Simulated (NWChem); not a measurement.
Species: BH3S2; SMILES SBS

```xyz
6

B      0.0000     0.0000    -0.6984
H      0.0000     0.0000    -1.8870
S     -1.5554     0.0000     0.2212
H     -2.3756     0.0000    -0.8499
S      1.5554     0.0000     0.2212
H      2.3756     0.0000    -0.8499
```
Atoms are numbered in this order, from 1.

All runs: NWChem. Pople sets run with spherical d functions. Geometry: optimised at B3LYP/6-31G* (spherical d). Total energies of different functionals are on different scales.

| level | energy (Ha) | highest occupied level (eV) | orbital gap (eV) | dipole (D) |
|---|---|---|---|---|
| B3LYP/6-31G* | -823.0794 | -7.17 | 6.26 | 1.83 |
| PBE/6-31G* | -822.6487 | -6.27 | 4.62 | 1.78 |
| LC-BLYP (range parameter 0.33 per bohr)/6-31G* | -822.4755 | -9.58 | 10.89 | 2.04 |
| KT2/6-31G* | -829.7819 | -6.33 | 4.70 | 1.78 |
| CAM-B3LYP/6-31G* | -823.0360 | -8.68 | 9.09 | 1.96 |
| MPW1K/6-31G* | -823.0777 | -8.35 | 8.15 | 2.00 |
| B97-2/6-31G* | -823.0929 | -7.23 | 6.43 | 1.90 |
| BP86/6-31G* | -823.1196 | -6.37 | 4.63 | 1.77 |
| B3PW91/6-31G* | -822.9662 | -7.27 | 6.27 | 1.88 |
